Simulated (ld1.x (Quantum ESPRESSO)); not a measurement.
**Before and after: RRKJ potential for Co**

ld1.x (Quantum ESPRESSO) 7.5 input, shortened:

```
&input
   title='Co', zed=27., rel=0, dft='PZ', iswitch=3,
   config='[Ar] 3d8 4s1 4p0'
 /
 &inputp
   pseudotype=2, tm=.false., lloc=1,
   nlcc=.false.
 /
3
3S  1  0   2.00   0.00  1.10  1.10  0.0
3D  3  2   8.00   0.00  1.75  1.75  0.0
3P  2  1   6.00   0.00  1.00  1.00  0.0
 &test
   configts(1)='3s2 3p6 3d8 4s1 4p0'
 /
```

Occupied shells without a wave of their own: 4s. They enter only through the test configuration that unscreens the potential.

Change: core correction a·sin(br)/r model core inside 0.80 bohr (4s counted twice).

Cutoffs: the cutoffs (Ry, on a coarse ladder) from which the occupation-weighted sum of valence levels, in a spherical-Bessel basis at the reference potential, stays within 10 and 1 mRy of its value at 400 Ry; they do not see the model core or the augmentation charge, which bear on the density cutoff. Errors are all-electron minus pseudo energies relative to the spin-unpolarised reference configuration.

Task: Predict the effect on cutoff, ghosts and configuration errors.

Result: The potential gets neither clearly harder nor softer (110 Ry and 160 Ry → 110 Ry and 160 Ry); of the 9 tests that both files solve, the error grows in 4 and shrinks in 1 by more than 15 % and 0.3 meV (median size 148.4 → 208.8 meV); neither file shows a bound ghost. In the changed file ld1.x takes every shell without a wave as core, so the model core holds the 4s electrons as well and exchange and correlation see them twice. This cancels in the reference configuration, but the file is broken for other ones, and its errors say nothing about a proper core correction. A model core, the more so a compact one, raises the density cutoff, which this test does not measure.

```tsv
quantity	base	changed
cutoff, loose	110 Ry	110 Ry
cutoff, tight	160 Ry	160 Ry
bound ghosts	none	none
largest miss of a reference level, eV	0.13	0.13
error for 3s2 3p6 3d7 4s2 4p0, meV [ΔE 1.58 eV]	+222	+209
error for 3s2 3p6 3d7 4s1 4p0, meV [ΔE 10.72 eV]	+17	-31
error for 3s2 3p6 3d7 4s0 4p0, meV [ΔE 27.56 eV]	-311	-687
error for 3s2 3p6 3d6 4s0 4p0, meV [ΔE 63.98 eV]	-286	-869
error for 3s2 3p6 3d7 4s1.5 4p0, meV [ΔE 5.24 eV]	+133	+128
error for 3s2 3p6 3d7 4s0 4p2, meV [ΔE 10.41 eV]	-148	-221
error for 3s1 3p6 3d7 4s2 4p0, meV [ΔE 109.08 eV]	-141	-162
error for 3s2 3p6 3d8 4s1 4p0 (spin-polarised), meV [ΔE -1.14 eV]	+48	-5.0
error for 3s2 3p6 3d7 4s2 4p0 (spin-polarised), meV [ΔE -0.42 eV]	+327	+301
s: phases at 1.91 bohr within 0.05 rad from the reference energy up to (Ry; the scan ends near 5)	-0.1	-0.1
p: phases at 1.91 bohr within 0.05 rad from the reference energy up to (Ry; the scan ends near 5)	to the end of the scan	to the end of the scan
d: phases at 1.91 bohr within 0.05 rad from the reference energy up to (Ry; the scan ends near 5)	1.8	1.8
```

Base: The 4s level has no wave, so the channel is fitted at the deeper level alone: the likely source of the large errors.
